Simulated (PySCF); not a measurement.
Au⁺: ionisation energy

Au⁺ [Xe] 4f14 5d10 → Au²⁺ [Xe] 4f14 5d9 [5d3/2^4 5d5/2^5, M_J = 5/2], as a difference of total energies. Calculation: PySCF 2.14, in x2c-TZVPall-2c (11s11p10d2f, 108 functions); the two-component X2C-1e Hamiltonian. Correlated levels: [Kr] 4d10 4f14 frozen; the 34 highest virtual spinors dropped. "Screened" scales the spin-orbit matrix elements by Boettger's factors to mimic the two-electron term; Breit and QED terms are absent.

Q: Order these methods by the ionisation energy they give, lowest first.
A. GHF (spin-free)
B. GMP2 (screened spin-orbit)
C. GHF (screened spin-orbit)
D. GMP2 (spin-free)

A: C (18.478 eV), A (19.109 eV), B (20.008 eV), D (20.667 eV).

The spin-free rows lack the spin-orbit shift.

Errors of the correlated levels include the incompleteness of this basis and the frozen core.

For comparison: 20.203 ± 0.025 eV (measured; NIST Atomic Spectra Database, ionization energies).
